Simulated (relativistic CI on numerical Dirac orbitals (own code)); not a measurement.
# Electric-dipole transitions in Ho LXI

Calculated at this level of theory: Dirac-Coulomb-Breit CI, orbitals from a KLI potential per configuration, model QED (radiative potential, 1s self-energy scaled to tabulated hydrogen-like ionisation energies), unscaled Slater integrals (own radial code, finite nucleus).

Configuration list (outside the closed core 1s2): 2s2 2p3, 2s 2p4, 2p5, 2p4 3s, 2p4 3p, 2p4 3d, 2s2 2p2 3s, 2s2 2p2 3p, 2s2 2p2 3d, 2s 2p3 3s, 2s 2p3 3p, 2s 2p3 3d, 2s2 2p2 4s, 2s2 2p2 4p, 2s2 2p2 4d, 2s2 2p2 4f. Levels of other configurations are missing.

| λ vac (nm) | Lower | Upper | A (s⁻¹) | E lower (10³ cm⁻¹) | E upper (10³ cm⁻¹) |
| --- | --- | --- | --- | --- | --- |
| 0.14437 | 2s2 2p3 4S°_3/2 [2] | 2s2 2p2 3d 4D_5/2 [114] | 3.73e+14 | 7052.9 | 76321.4 |
| 0.14441 | 2s2 2p3 4S°_3/2 [2] | 2s2 2p2 3d 2D_3/2 [112] | 3.94e+14 | 7052.9 | 76300.3 |
| 0.14460 | 2s2 2p3 2P°_1/2 [4] | 2s2 2p2 3d 2D_3/2 [120] | 7.49e+14 | 7596.2 | 76752.7 |
| 0.14469 | 2s2 2p3 2P°_3/2 [1] | 2s2 2p2 3d 2P_1/2 [50] | 1.00e+15 | 0.0 | 69111.6 |
| 0.14473 | 2s2 2p3 2D°_5/2 [3] | 2s2 2p2 3d 2F_7/2 [116] | 8.90e+14 | 7236.9 | 76329.8 |
| 0.14475 | 2s2 2p3 2D°_5/2 [3] | 2s2 2p2 3d 4D_5/2 [114] | 4.01e+14 | 7236.9 | 76321.4 |
| 0.14484 | 2s2 2p3 2P°_3/2 [1] | 2s2 2p2 3d 2D_3/2 [49] | 8.60e+14 | 0.0 | 69040.9 |
| 0.14495 | 2s2 2p3 2P°_3/2 [1] | 2s2 2p2 3d 2D_5/2 [48] | 1.07e+15 | 0.0 | 68991.4 |
| 0.14524 | 2s 2p4 2S_1/2 [6] | 2s 2p3 3d 2D°_3/2 [177] | 5.87e+14 | 10205.6 | 79056.7 |
| 0.14534 | 2s 2p4 4P_5/2 [5] | 2s 2p3 3d 4F°_7/2 [151] | 8.68e+14 | 9453.1 | 78258.9 |
| 0.14536 | 2s 2p4 2P_3/2 [7] | 2s 2p3 3d 2F°_5/2 [174] | 8.55e+14 | 10218.7 | 79011.8 |
| 0.14547 | 2s 2p4 4P_5/2 [5] | 2s 2p3 3d 4D°_5/2 [148] | 1.03e+15 | 9453.1 | 78196.0 |
| 0.14550 | 2s 2p4 4P_5/2 [5] | 2p4 3p 4P°_3/2 [146] | 1.24e+15 | 9453.1 | 78179.4 |
| 0.14567 | 2s2 2p3 2P°_3/2 [1] | 2s 2p3 3p 2D_3/2 [43] | 4.65e+14 | 0.0 | 68647.6 |
| 0.14605 | 2s 2p4 4P_5/2 [5] | 2s 2p3 3d 4G°_7/2 [139] | 3.83e+14 | 9453.1 | 77921.8 |
| 0.14688 | 2s2 2p3 2D°_5/2 [3] | 2s 2p3 3p 2F_7/2 [99] | 3.46e+14 | 7236.9 | 75320.5 |
| 0.14701 | 2s2 2p3 2P°_3/2 [1] | 2s 2p3 3p 2D_5/2 [35] | 3.91e+14 | 0.0 | 68024.7 |
| 0.15960 | 2s 2p4 4P_3/2 [9] | 2s 2p3 3d 4D°_5/2 [182] | 3.84e+14 | 16704.0 | 79361.9 |
| 0.15968 | 2s 2p4 4P_5/2 [5] | 2s 2p3 3d 2F°_7/2 [78] | 2.65e+14 | 9453.1 | 72079.2 |
| 0.15973 | 2s2 2p3 2P°_3/2 [8] | 2s2 2p2 3d 2D_5/2 [127] | 8.92e+14 | 14664.6 | 77269.9 |
| 0.15996 | 2s 2p4 4P_3/2 [9] | 2s 2p3 3d 4P°_5/2 [180] | 4.58e+14 | 16704.0 | 79217.8 |
| 0.16003 | 2s2 2p3 4S°_3/2 [2] | 2s2 2p2 3d 2D_5/2 [55] | 8.74e+14 | 7052.9 | 69539.9 |
| 0.16013 | 2s 2p4 2D_5/2 [10] | 2s 2p3 3d 2F°_7/2 [185] | 1.10e+15 | 17020.7 | 79471.8 |
| 0.16033 | 2s2 2p3 2P°_3/2 [8] | 2s2 2p2 3d 2D_3/2 [123] | 1.45e+15 | 14664.6 | 77035.0 |
| 0.16034 | 2s2 2p3 2D°_5/2 [3] | 2s2 2p2 3d 2F_7/2 [56] | 1.56e+15 | 7236.9 | 69603.5 |
| 0.16036 | 2s2 2p3 4S°_3/2 [2] | 2s2 2p2 3d 2F_5/2 [54] | 7.18e+14 | 7052.9 | 69412.6 |
| 0.16041 | 2s2 2p3 4S°_3/2 [2] | 2s2 2p2 3d 2P_3/2 [52] | 6.55e+14 | 7052.9 | 69393.9 |
| 0.16041 | 2s2 2p3 2P°_3/2 [8] | 2s2 2p2 3d 2D_5/2 [122] | 1.00e+15 | 14664.6 | 77005.4 |
| 0.16051 | 2s2 2p3 2D°_5/2 [3] | 2s2 2p2 3d 2D_5/2 [55] | 5.24e+14 | 7236.9 | 69539.9 |
| 0.16074 | 2s2 2p3 2P°_3/2 [1] | 2s2 2p2 3d 2D_5/2 [20] | 9.50e+14 | 0.0 | 62212.8 |
| 0.16083 | 2s2 2p3 2D°_5/2 [3] | 2s2 2p2 3d 2F_5/2 [54] | 2.68e+14 | 7236.9 | 69412.6 |
| 0.16086 | 2s 2p4 2P_1/2 [11] | 2s 2p3 3d 2P°_3/2 [190] | 1.27e+15 | 17462.9 | 79627.3 |
| 0.16096 | 2s 2p4 4P_5/2 [5] | 2s 2p3 3d 4D°_7/2 [75] | 1.34e+15 | 9453.1 | 71580.6 |
| 0.16101 | 2s 2p4 2D_3/2 [12] | 2s 2p3 3d 2D°_5/2 [191] | 1.69e+15 | 17540.3 | 79648.3 |
| 0.16107 | 2s2 2p3 2P°_1/2 [4] | 2s2 2p2 3d 2P_1/2 [58] | 1.03e+15 | 7596.2 | 69679.6 |
| 0.16110 | 2s 2p4 4P_5/2 [5] | 2s 2p3 3d 4D°_5/2 [73] | 6.44e+14 | 9453.1 | 71527.9 |
| 0.16117 | 2s2 2p3 2P°_1/2 [4] | 2s2 2p2 3d 2D_3/2 [57] | 9.19e+14 | 7596.2 | 69642.2 |
| 0.16124 | 2s 2p4 2D_5/2 [10] | 2s 2p3 3d 2D°_5/2 [176] | 8.62e+14 | 17020.7 | 79039.6 |
| 0.16127 | 2s 2p4 4P_3/2 [9] | 2s 2p3 3d 4F°_3/2 [165] | 7.99e+14 | 16704.0 | 78710.4 |
| 0.16129 | 2s 2p4 2S_1/2 [6] | 2s 2p3 3d 2P°_3/2 [80] | 6.26e+14 | 10205.6 | 72207.1 |
| 0.16135 | 2s 2p4 2P_3/2 [7] | 2s 2p3 3d 2D°_5/2 [79] | 1.38e+15 | 10218.7 | 72194.9 |
| 0.16142 | 2s 2p4 2D_3/2 [12] | 2s 2p3 3d 2D°_3/2 [186] | 6.65e+14 | 17540.3 | 79491.5 |
| 0.16146 | 2s 2p4 2D_5/2 [10] | 2s 2p3 3d 2F°_7/2 [173] | 6.70e+14 | 17020.7 | 78955.7 |
| 0.16150 | 2s 2p4 4P_3/2 [9] | 2s 2p3 3d 4D°_5/2 [161] | 9.53e+14 | 16704.0 | 78622.9 |
| 0.97860 | 2s2 2p3 2P°_3/2 [1] | 2s 2p4 2P_3/2 [7] | 8.10e+12 | 0.0 | 10218.7 |

Terms are leading LS components. Brackets give the number of a level in order of energy, since labels repeat. The list gives strong lines, with weight on those to low levels, without lines whose two gauges differ by over a factor of 2.5, among the lowest 200 of 359 levels, so that lines to higher ones, which can be the strongest, are missing. Levels whose partners in the same complex of configurations lie outside the list can be far off, and so can their lines. Rates are taken at the computed energies, electric ones in the length gauge.

At this charge energies of transitions that change n are usually good to better than 1 %, and those within a shell (Δn = 0) to a few per cent.

LS names give the leading component of a level, which can be under half, so a name can repeat, a term be missing and a line seem to break the LS rules.
